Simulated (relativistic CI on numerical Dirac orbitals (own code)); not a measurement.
## Ru⁺: 4p photoemission

Computed with this model: Dirac-Coulomb-Breit CI, separate exchange-only KLI orbitals for each configuration, QED by a radiative potential, valence Slater integrals scaled by 0.8, multiplet model of photoemission in the sudden approximation; configurations [Kr] 4d7 → [Ar] 3d10 4s2 4p5 4d7; 300 K; Lorentzian 0.84 eV and Gaussian 0.6 eV FWHM. Energies are those of the free ion, without screening or charge transfer. The energies are binding energies and can lie tens of eV above those of solids. S is read from ⟨S²⟩ = S(S + 1).

Field parameters in Wybourne normalisation: Oh B⁴₀ = 21Dq, B⁴₄ = √(5/14) B⁴₀. The field is a parameter set, without covalency.

Peaks in eV (height, largest 100): 59.3 (100), 62.3 (47), 64.7 (38), 69.2 (16), 73.1 (11).

Question: Which surroundings give this spectrum?
A. Oh, 10Dq = 27700 cm⁻¹
B. Oh, 10Dq = 3450 cm⁻¹
C. Oh, 10Dq = 21650 cm⁻¹
D. Oh, 10Dq = 9500 cm⁻¹

Answer: A. Oh, 10Dq = 27700 cm⁻¹, where the ground state has S = 0.51.
